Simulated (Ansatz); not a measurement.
Ansatz (a quantum-chemistry and plane-wave program) input (RI-MP2/def2-QZVPP):
A basis named .json is the Basis Set Exchange file of that set.

Ansatz 0.2 input:
```yaml
crystal:
  periodic: [false, false, false]
  atoms:
    - {symbol: Si, position_ang: [0.00510421, 0.00435377, 0.85536082]}
    - {symbol: Br, position_ang: [1.04707150, -1.56691927, -0.16935531]}
    - {symbol: Br, position_ang: [-1.04911318, 1.56517777, -0.17278902]}
basis:
  gaussian:
    orbitals: def2-QZVPP.json
    fitting: {mean_field: def2-universal-jkfit, correlation: def2-QZVPP-RIFIT.json}
total_charge: 1
magnetization: {spin_polarized: true, initial_magnetization: 1}
correlation: {method: mp2, electrons: outside_noble_gas}
```

End of the output:

```
integrals: 0.38 GiB planned
660 factors; integrals over basis functions are off by at most 1.3e0 eV
763 factors; integrals over basis functions are off by at most 1.3e1 eV
mean field: 1.29 GiB planned
mean field evaluation 1: about -147855.0412 eV, gradient 1.6e1 eV
mean field evaluation 2: about -147856.2394 eV, gradient 1.2e1 eV
mean field evaluation 4: about -147856.7873 eV, gradient 1.2e0 eV
mean field evaluation 8: about -147856.8274 eV, gradient 2.6e-6 eV
mean field -147856.82740129 eV, -5433.6381860404 hartree, gradient 2.6e-6 eV, S^2 0.766461; 0 other end points of the search recorded, 0 dependent functions left out
33 core orbitals not correlated
reference -147856.82740129 eV, -5433.6381860404 hartree; 9, 8 occupied and 206, 207 virtual orbitals, 763 factors
second order -11.69785516 eV of doubles, -0.00000000 eV of singles
Total energy: -147868.52525645 eV, -5434.0680742882 hartree
```
